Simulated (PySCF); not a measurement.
Iron: a sound run and one with changed settings

Sound run: Fe [Ar] 3d6 4s2, Fe⁺ [Ar] 3d6 4s1. Computed with PySCF 2.14 in def2-TZVP (6s4p4d1f, 45 functions), with no relativity, point nucleus. The sound run starts from symmetry-adapted Hartree-Fock orbitals and uses a fine grid where one is needed.

Changed run: 6 angular points. This setting is unsound on purpose.

| species | method | sound run (hartree) | changed run (hartree) | converged |
| --- | --- | --- | --- | --- |
| Fe | UHF | -1262.42747 | -1262.42747 | yes |
| Fe | TPSS | -1263.68097 | -1267.13810 | no |
| Fe | M06-L | -1263.60374 | -1268.04663 | no |
| Fe⁺ | UHF | -1262.19337 | -1262.19337 | yes |
| Fe⁺ | TPSS | -1263.40279 | -1266.62071 | no |
| Fe⁺ | M06-L | -1263.31073 | -1267.51663 | no |

Ionisation energy of Fe:

```
method  sound run (eV)  changed run (eV)
   UHF           6.370             6.370
```

A coarse angular grid integrates products of high-l functions wrongly, so density functionals can shift, and the SCF can exploit the error; Hartree-Fock and MP2 need no grid.

For comparison, NIST gives 7.902 eV between the lowest levels.
